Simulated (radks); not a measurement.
Values are calculated unless marked as measured or tabulated.
All-electron atom: Er II in [Xe] 4f10 5d2 6s1 (not the ground configuration).

Level of theory: scalar-relativistic Kohn-Sham, PBE, spin-unpolarised, spherical densities, finite nucleus; Fermi nuclear charge, rms radius 5.2516 fm (a radial shooting solver on a logarithmic mesh with Libxc functionals).

Energy parts (hartree):
part                       energy
total                 -13084.2039
kinetic                14182.9990
electron-nucleus      -32059.5819
Hartree                 5069.0012
exchange-correlation    -276.6222

Orbitals (lengths in bohr, moments of r in powers of bohr; r(max) is where P^2 peaks):
| orbital | occ. | eigenvalue (hartree) | <1/r> | r(max) |
|---|---|---|---|---|
| 1s | 2 | -2108.784 | 77.54 | 0.01286 |
| 2s | 2 | -354.9590 | 18.05 | 0.07324 |
| 2p | 6 | -314.0734 | 16.67 | 0.05956 |
| 3s | 2 | -80.22106 | 6.657 | 0.2072 |
| 3p | 6 | -67.78037 | 6.219 | 0.2039 |
| 3d | 10 | -52.19430 | 5.894 | 0.1664 |
| 4s | 2 | -16.48972 | 2.817 | 0.4735 |
| 4p | 6 | -12.38572 | 2.580 | 0.4948 |
| 4d | 10 | -6.88306 | 2.285 | 0.5105 |
| 4f | 10 | -0.84998 | 1.752 | 0.5010 |
| 5s | 2 | -2.44761 | 1.092 | 1.094 |
| 5p | 6 | -1.45209 | 0.9189 | 1.239 |
| 5d | 2 | -0.34906 | 0.5653 | 1.734 |
| 6s | 1 | -0.38063 | 0.3745 | 2.938 |

The highest occupied level is 5d at -9.498 eV. The electron density at the nucleus is 9.198e+05 e/bohr^3 (large components only). Summed over all electrons, <r^2> = 57.10 bohr^2, which gives a Langevin (diamagnetic) susceptibility term of -45.2 x 10^-6 cm^3/mol.
